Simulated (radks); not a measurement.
Spherical quantum dot in the effective-mass picture: electrons in a hard-walled sphere of radius 8.46, all in effective atomic units (hartree* = m*/eps^2 hartree, bohr* = eps/m* bohr), one dielectric constant everywhere. Calculated with a radial shooting solver with Libxc functionals: non-relativistic Kohn-Sham, PBEsol, spin-polarised, spherical densities. Levels are named by radial order and angular momentum (1s, 1p, 1d, 2s, ...), and open shells are averaged over m. Each electron was tried in the lowest free levels, single moves between levels near the top were tried too, and the lowest total energy was kept; such a search can miss a lower state. The series stops at N = 17: beyond it a trial failed or the search could not be trusted, so later rows were left out. At N = 1 the Hartree and exchange-correlation terms need not cancel, so that row can carry a self-interaction error.

N	open shells	2S	E (hartree*)	mu = E(N) - E(N-1) (hartree*)	addition energy mu(N+1) - mu(N) (hartree*)	e(HOMO) (hartree*)
1	1s(up 1, down 0)	1	0.0673924	0.067392	0.1718	0.13848
2	none	0	0.306607	0.23921	0.1931	0.30874
3	1p(up 1, down 0)	1	0.738904	0.43230	0.1396	0.50139
4	1p(up 2, down 0)	2	1.31084	0.57194	0.1419	0.64278
5	1p(up 3, down 0)	3	2.02472	0.71388	0.1736	0.78501
6	1p(up 3, down 1)	2	2.91222	0.88750	0.1358	0.95475
7	1p(up 3, down 2)	1	3.93546	1.0232	0.1380	1.0921
8	none	0	5.09674	1.1613	0.2015	1.2306
9	1d(up 1, down 0)	1	6.45954	1.3628	0.1361	1.4308
10	1d(up 2, down 0)	2	7.95848	1.4989	0.1366	1.5672
11	1d(up 3, down 0)	3	9.59397	1.6355	0.1367	1.7038
12	1d(up 4, down 0)	4	11.3662	1.7722	0.1368	1.8406
13	1d(up 5, down 0)	5	13.2752	1.9090	0.1680	1.9774
14	1d(up 5, down 1)	4	15.3522	2.0770	0.1340	2.1439
15	1d(up 5, down 2)	3	17.5632	2.2110	0.1345	2.2782
16	1d(up 5, down 3)	2	19.9087	2.3455	0.1347	2.4128
17	1d(up 5, down 4)	1	22.3889	2.4802	-	2.5476

All shells are closed at N = 2, 8 (there: 1s2 1p6); the second difference of the energy has clear peaks (12 % above both neighbours; the first and last values, which can be the largest, are not judged, and half-filled shells can peak too) at N = 2, 5, 8, 13.
